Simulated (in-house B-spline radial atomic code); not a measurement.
**RPA and G0W0 on LDA exchange-only: S+**

Configuration [Ne] 3s2 3p3, highest spin, mean-field start LDA exchange-only. Computed with an all-electron radial atomic-structure program (B-spline basis): all electrons, scalar-relativistic (spin-free one-electron X2C), finite nucleus, each spin shell either full or empty, empty states to l = 9 with an (l + 1/2)⁻⁴ tail; G0W0 by contour deformation at full frequency.

Command:
```bash
python run_gw.py task.json out
```
Settings (radii: box in bohr, nucleus in fm):
```
Z                        16
electrons                15
configuration            [Ne] 3s2 3p3
hamiltonian              x2c
method                   lda,
lmax                     9
rms_radius               3.2611
spin_polarised           True
box_radius               23.78
intervals                72
```

Cost of the run: 1.3 s on 1 thread of Intel(R) Xeon(R) 6975P-C, with other jobs on the host.

Energies (hartree):

| term | value |
| --- | --- |
| mean-field total | -396.27310 |
| Hartree-Fock functional on these orbitals | -398.24107 |
| direct second order | -1.032 |
| second-order exchange | 0.37843 |
| SOSEX correction | 0.33671 |

Task: What is the RPA correlation energy, and what remains with SOSEX?

Result: RPA gives -0.88479 hartree (-1.61 eV per electron); RPA + SOSEX gives -0.54809, and the second-order doubles -0.65361 hartree (no singles). SOSEX takes back 38 % of the RPA value.

Quasi-particle levels (eV):

```csv
level,occupied,mean field,Σx - vxc,Σc,QP weight,G0W0
3p up,yes,-16.937,-6.57,?,?,?
3s down,yes,-23.567,-5.85,-1.22,0.851,-30.64
3p down,no,-13.028,4.98,-2.90,0.902,-10.952
```

G0W0 = mean field + (Σx - vxc) + Σc, with Σc (partial-wave tail included) taken at the quasi-particle energy. Only the outer levels were computed. Levels of low weight are left out.

Task: Where does G0W0 put 3p up?

Result: At -23.149 eV, with Σc = 0.36 eV and a quasi-particle weight of 0.869. The tabulated removal energy is 23.338 eV (NIST, measured); the calculation leaves out spin-orbit coupling, Breit and QED terms, and what these don't explain is the method's own error.
